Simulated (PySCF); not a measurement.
Level of theory: structure optimised with GFN2-xTB, NMR shieldings at PBE0/pcSseg-1/GIAO, in PySCF 2.14 (one computed conformer, rapidly exchanging positions averaged, isolated molecule, non-relativistic Hamiltonian).

Referencing at the same level of theory: TMS for $^{1}$H (31.72 ppm), $^{13}$C (186.93 ppm). Shifts are as computed. Against solution values, carbons near 30 ppm lie about +3 ppm off and those near 130 ppm about +5 ppm. Of 1309 compounds with measured shifts, 239 miss one by over three times the rms of a fit or turn the order of signals round; such compounds aren't used in these exercises. OH and NH positions are gas-phase values without hydrogen bonding to other molecules.

(1) Order these molecules by the shift of their most deshielded carbon, lowest δ first.
A. F[C@@H]1CC=C[C@@H](F)C1
B. CC(=O)C#C[Si@H](N)[SiH3]
C. FC/C=C1\C=CCO1
D. C/C(CN)=C(/[SiH3])CF

(2) Order these molecules by the shift of their most shielded carbon-bound hydrogen, lowest δ first.
A. C=C[Si@@H](O[SiH2]N)N(C)C
B. CC(=O)C#C[Si@H](N)[SiH3]
C. FC/C=C1\C=CCO1
D. F[C@@H]1CC=C[C@@H](F)C1

(3) How many $^{13}$C and $^{1}$H signals does each give (equivalence by symmetry and fast rotation, but not about amide C–N or C=N bonds)? `CC(=O)C#C[Si@H](N)[SiH3]`, `F[C@@H]1CC=C[C@@H](F)C1`, `FC/C=C1\C=CCO1`, `C/C(CN)=C(/[SiH3])CF`, `C=C[Si@@H](O[SiH2]N)N(C)C`

## Answers

(1) A (140.0 ppm, alkene CH), D (150.2 ppm, fully substituted alkene carbon), C (167.1 ppm, alkene carbon bearing oxygen), B (188.2 ppm, carbonyl carbon of an ynone).

(2) D (1.60 ppm, hydrogen on an sp3 CH2 in a ring), B (2.31 ppm, hydrogen on a methyl carbon α to a carbonyl), A (2.62 ppm, hydrogen on a methyl carbon bonded to N), C (4.64 ppm, hydrogen on a β carbon of an enol-ether or enamine type C=C).

(3) CC(=O)C#C[Si@H](N)[SiH3]: 4 C, 4 H; F[C@@H]1CC=C[C@@H](F)C1: 6 C, 8 H; FC/C=C1\C=CCO1: 6 C, 5 H; C/C(CN)=C(/[SiH3])CF: 5 C, 5 H; C=C[Si@@H](O[SiH2]N)N(C)C: 3 C, 8 H.
